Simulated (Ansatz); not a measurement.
`[F][GeH]([SH])[Cl]` + H₂ → `[F][GeH2][Cl]` + H₂S at 600 K and 1 bar (hydrogenolysis of a Ge–S bond).

Computed with Ansatz on PBE0-D4/def2-TZVP structures; ΔE is electronic, products minus reactants. CCSD(T)/CBS adds triple-zeta CCSD(T) − MP2 to the extrapolated MP2 energy (def2 sets, frozen cores). This one scheme is used for every species. For Ge outer-core shells are correlated without core-valence functions, which leaves a few kJ/mol of doubt a bond. Scalar relativity is left out up to krypton. Each species was taken in one conformer, which may not be the lowest.

```json
{"species": "`[F][GeH]([SH])[Cl]`", "CCSD(T)/CBS energy (Eh)": "-3034.76350", "H − E (kJ/mol)": "105.4", "S (J/(mol·K))": "412.0"}
{"species": "H₂", "CCSD(T)/CBS energy (Eh)": "-1.17544", "H − E (kJ/mol)": "43.9", "S (J/(mol·K))": "150.8"}
{"species": "`[F][GeH2][Cl]`", "CCSD(T)/CBS energy (Eh)": "-2636.95386", "H − E (kJ/mol)": "88.0", "S (J/(mol·K))": "347.0"}
{"species": "H₂S", "CCSD(T)/CBS energy (Eh)": "-398.97279", "H − E (kJ/mol)": "60.8", "S (J/(mol·K))": "230.9"}
```

H − E and S are ideal-gas, rigid-rotor, harmonic terms from PBE0-D4/def2-TZVP, for one conformer and one mirror image of each species. The MP2-based limit puts H₂ 0.8 mEh under its directly extrapolated value; such offsets cancel only in part. 1 Eh = 2625.50 kJ/mol, R = 8.31446 J/(mol·K).

**Question.** By hand: ΔE, ΔH, ΔS and ΔG.

**Answer.** ΔE = (-2636.95386) + (-398.97279) − (-3034.76350) − (-1.17544) = 0.01229 Eh = 32.3 kJ/mol. Δ(H − E) = 88.0 + 60.8 − 105.4 − 43.9 = -0.5, so ΔH = 31.8 kJ/mol. ΔS = 347.0 + 230.9 − 412.0 − 150.8 = 15.1 J/(mol·K). ΔG = 31.8 − 600 × (15.1)/1000 = 22.7 kJ/mol.

**Question.** By hand: the equilibrium constant, and the temperature at which ΔG would vanish if ΔH and ΔS stayed fixed.

**Answer.** log₁₀ K = −ΔG/(RT ln 10) = -2.0. ΔG = 0 at ΔH/ΔS = 2106 K, though so small a ΔS makes that figure unsure.

ΔH outweighs TΔS. A doubt of 5 kJ/mol in ΔE shifts log₁₀ K by 0.4 here. Other conformers and mirror images would add mixing entropy, several J/(mol·K) or more a flexible species. These are equilibria of isolated gas molecules and say nothing of rates. Largest T1 diagnostic: 0.011 (customary marks: 0.02 for closed shells, 0.045 for open ones).
